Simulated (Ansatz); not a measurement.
Cost and result up the ladder for the cluster Li6Te2 (8 atoms). Total charge 0; singlet. Geometry: PBE0-D4/def2-SVP.

```xyz
8

Li   -3.510   -1.387    1.817
Li   -0.001   -1.657    1.226
Li    2.352   -0.386   -2.864
Li   -0.955    0.987    0.984
Li    2.569    1.269   -0.529
Li    0.711    1.949   -2.613
Te   -1.526   -0.539    3.006
Te    0.359   -0.236   -1.027
```

Ansatz on 4 threads of INTEL XEON PLATINUM 8581C on a shared host. Times are rough, and most runs start from the orbitals of an earlier one. No level here is sound enough to serve as a yardstick. Binding counts from free atoms at the same level (Li doublet, Te triplet; other spins of the atoms weren't run), without zero-point energy or a counterpoise term.

In the def2 sets Te takes a core potential; there is no spin–orbit coupling. Correlated methods freeze 8 core orbitals; core or outer-core shells of Li, Te are correlated, in sets that lack core-valence functions. The rows differ in basis, and correlated rows in double-zeta sets carry the largest basis error. Another isomer (singlet) lies 1.20 eV lower at PBE0-D4/def2-TZVP; other spin states weren't run for this one.

Correlated methods converge slowly with the basis, most of all in double-zeta sets.

```tsv
level	functions	wall time	binding energy per atom (eV)	remarks
PBE-D4/def2-TZVP (with forces)	184	1.6 s	1.83	restricted SCF unstable in HF
BLYP-D4/def2-TZVP	184	1.6 s	1.78	restricted SCF unstable in HF
PBE0-D4/def2-TZVP	184	1.9 s	1.80	restricted SCF unstable in HF
r2SCAN-D4/def2-TZVP	184	2.6 s	1.81	restricted SCF unstable in HF
ωB97M-V/def2-TZVP	184	6 s	1.86	restricted SCF unstable in HF
CCSD(T)/def2-SVP	106	9 s	1.68	restricted SCF unstable
```
